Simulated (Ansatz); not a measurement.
Cost and result up the ladder for the cluster Si2Se4 (6 atoms). Total charge 0; singlet. Geometry: PBE0-D4/def2-SVP.

```xyz
6

Si   -1.265   -0.152   -0.726
Si    1.265    0.152    0.725
Se   -0.300    1.704    0.169
Se   -3.051   -0.363   -1.749
Se    0.300   -1.704   -0.168
Se    3.051    0.362    1.749
```

Ansatz on 4 threads of Arm Neoverse V2 on a shared host. Times are rough, and most runs start from the orbitals of an earlier one. ωB97X-V/def2-TZVP serves as the yardstick here, not as an exact answer. Differences are given only for rows in sets of like size (and for xTB, whose basis is part of the method), since another set adds its own error. Binding counts from free atoms at the same level (Si triplet, Se triplet; other spins of the atoms weren't run), without zero-point energy or a counterpoise term.

The 6-31G sets use Cartesian d functions. B3LYP takes the VWN-RPA correlation. Correlated methods freeze 46 core orbitals; core or outer-core shells of Se are correlated, in sets that lack core-valence functions. The rows differ in basis, and correlated rows in double-zeta sets carry the largest basis error. The structure comes from a short search, and lower isomers may exist.

Correlated methods converge slowly with the basis, most of all in double-zeta sets.

```json
{"level": "HF/STO-3G", "functions": "90", "wall time": "0.95 s", "binding energy per atom (eV)": "2.46", "difference from ωB97X-V/def2-TZVP (eV)": "–"}
{"level": "HF/6-31G", "functions": "142", "wall time": "2.4 s", "binding energy per atom (eV)": "0.94", "difference from ωB97X-V/def2-TZVP (eV)": "–"}
{"level": "LDA (SPW92)/def2-TZVP", "functions": "266", "wall time": "2.7 s", "binding energy per atom (eV)": "3.97", "difference from ωB97X-V/def2-TZVP (eV)": "0.70"}
{"level": "B3LYP-D4/6-31G", "functions": "142", "wall time": "3.8 s", "binding energy per atom (eV)": "2.49", "difference from ωB97X-V/def2-TZVP (eV)": "–"}
{"level": "PBE-D4/def2-TZVP", "functions": "266", "wall time": "4.8 s", "binding energy per atom (eV)": "3.45", "difference from ωB97X-V/def2-TZVP (eV)": "0.18"}
{"level": "PBE0-D4/def2-SVP", "functions": "164", "wall time": "5.5 s", "binding energy per atom (eV)": "3.27", "difference from ωB97X-V/def2-TZVP (eV)": "–"}
{"level": "PBE-D4/def2-TZVPD", "functions": "314", "wall time": "9 s", "binding energy per atom (eV)": "3.45", "difference from ωB97X-V/def2-TZVP (eV)": "0.18"}
{"level": "r2SCAN-D4/def2-TZVP", "functions": "266", "wall time": "12 s", "binding energy per atom (eV)": "3.37", "difference from ωB97X-V/def2-TZVP (eV)": "0.09"}
{"level": "RPA@PBE/def2-TZVP", "functions": "266", "wall time": "13 s", "binding energy per atom (eV)": "2.87", "difference from ωB97X-V/def2-TZVP (eV)": "-0.40"}
{"level": "r2SCAN-D4/def2-TZVPD", "functions": "314", "wall time": "17 s", "binding energy per atom (eV)": "3.37", "difference from ωB97X-V/def2-TZVP (eV)": "0.10"}
{"level": "PBE0-D4/def2-TZVPD", "functions": "314", "wall time": "22 s", "binding energy per atom (eV)": "3.33", "difference from ωB97X-V/def2-TZVP (eV)": "0.06"}
{"level": "PBE0-D4/def2-TZVP (with forces)", "functions": "266", "wall time": "25 s", "binding energy per atom (eV)": "3.33", "difference from ωB97X-V/def2-TZVP (eV)": "0.06"}
{"level": "ωB97X-V/def2-TZVP", "functions": "266", "wall time": "29 s", "binding energy per atom (eV)": "3.27", "difference from ωB97X-V/def2-TZVP (eV)": "0.00"}
{"level": "CCSD(T)/def2-SVP", "functions": "164", "wall time": "65 s", "binding energy per atom (eV)": "2.80", "difference from ωB97X-V/def2-TZVP (eV)": "–"}
```
